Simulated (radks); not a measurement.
Species: Rh I. Configuration: [Kr] 4d8 5s1 (the NIST ground configuration). Calculated with a radial shooting solver on a logarithmic mesh with Libxc functionals: scalar-relativistic Kohn-Sham, PBE, spin-unpolarised, spherical densities, point nucleus.

Radial electron density D(r) = 4 pi r^2 rho(r):

r (bohr)  D(r) (e/bohr)
0.005581          18.12
0.006445          22.00
0.007503          26.66
0.008666          31.53
0.01001           36.71
0.01156           41.96
0.01346           47.26
0.01554           51.65
0.01795           55.00
0.02073           56.95
0.02413           57.26
0.02786           55.96
0.03218           53.56
0.03716           50.91
0.04327           49.09
0.04997           49.47
0.05771           52.55
0.06718           58.43
0.07758           65.02
0.0896            70.28
0.1035            71.88
0.1205            68.31
0.1391            60.93
0.1607            52.73
0.1856            47.47
0.216             47.53
0.2495            51.81
0.2881            56.07
0.3354            55.53
0.3874            48.26
0.4474            36.53
0.5167            24.87
0.6015            16.91
0.6946            14.47
0.8022            15.01
0.9265            15.66
1.079             14.61
1.246             12.00
1.439             8.827
1.661             6.011
1.934             3.840
2.234             2.488
2.58              1.615
3.003             1.012
3.468            0.6276
4.005            0.3673
4.626            0.1986
5.385           0.09320
6.219           0.04007
7.182           0.01476
8.295          0.004515
9.656          0.001023
11.15         0.0001951

D(r) has 4 maxima, at r = 0.0230, 0.101, 0.307, 0.926 bohr, and minima at 0.0454, 0.199, 0.711 bohr, inside which lie 2.01, 11.12, 29.07 electrons.
